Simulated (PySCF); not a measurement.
C3H6BNO, SMILES C(#C)B(NC)O.

Geometry optimised at PBE0-D3(BJ)/def2-SVP. This is a generated structure with no PubChem entry under its InChIKey; it may be hypothetical. One conformer was computed; it need not be the lowest.

Method: PySCF with M06-2X/def2-TZVP.

The molecule is in vacuum.

The total energy is -272.79164 hartree. The point group is Cs, the highest occupied level comes out as -8.50 eV and the lowest empty level comes out as 0.69 eV. The orbital gap is 9.19 eV. The dipole moment comes out as 0.86 D and the quadrupole, principal values (traceless, Buckingham form, about the centre of nuclear charge) is -6.86, -2.14, 9.00 D·Å. The mean static polarisability is 58.1 bohr³ (8.61 Å³) and the polarisability, principal values is 40.6, 58.5, 75.1 bohr³.
